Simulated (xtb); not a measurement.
phosphorus nitride (NP), SMILES N#P. All values are semi-empirical tight-binding results from xtb (GFN2-xTB unless named), good for trends rather than for accurate numbers. Geometry optimised at GFN2-xTB.

Estimate the properties. (The exact figures need the calculation; the answer reports its results.)


The point group as xtb finds it is C∞v, the orbital gap is 3.22 eV and the static polarisability (D4 model) comes out as 32.1 bohr³. The solvation energy, GFN2-xTB/ALPB(water) is -1.6 kcal/mol and the solvation energy, GFN2-xTB/ALPB(dmf) is -3.4 kcal/mol.
